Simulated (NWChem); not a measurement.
HSeI; SMILES [SeH]I

```xyz
3

Se     0.0287    -1.5211     0.0000
H     -1.4402    -1.6413     0.0000
I      0.0088     1.0068     0.0000
```
Atoms are numbered in this order, from 1.

Coordinates come from a PBE0/def2-SVP optimisation. Not confirmed as a minimum by frequencies. def2 effective core potentials on I; no spin-orbit coupling.

Symmetry labels are those of Cs in the frame above (b1 and b2, or b-type labels, depend on it).

### Question
List the 4 lowest vertical singlet excitations from PBE/def2-SVPD with def2 effective core potentials on I, TDA (NWChem).

### Answer
| state | energy (eV) | oscillator strength | symmetry | leading excitation (squared amplitude) |
|---|---|---|---|---|
| S1 | 2.23 | 0.002 | a" | HOMO → LUMO (1.00) |
| S2 | 3.31 | 0.003 | a' | HOMO−1 → LUMO (0.99) |
| S3 | 4.01 | 0.000 | a" | HOMO−2 → LUMO (1.00) |
| S4 | 4.58 | 0.001 | a" | HOMO → LUMO+1 (0.99) |
